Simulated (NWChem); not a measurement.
TiIF$_{3}$; SMILES [F][Ti]([F])([F])[I]

def2 effective core potentials on I; no spin-orbit coupling.

Q: Give the equilibrium geometry at PBE-D3(BJ)/def2-SVP with def2 effective core potentials on I (NWChem) as a list of bonds and angles, with the point group.

A: point group C3v; any orientation.
Bonded distances (Å): Ti1–F2 1.739, Ti1–F3 1.739, Ti1–F4 1.739, Ti1–I5 2.576. Bond angles (°): F2–Ti1–F3 109.1, F2–Ti1–F4 109.1, F2–Ti1–I5 109.8, F3–Ti1–F4 109.1, F3–Ti1–I5 109.8, F4–Ti1–I5 109.8.
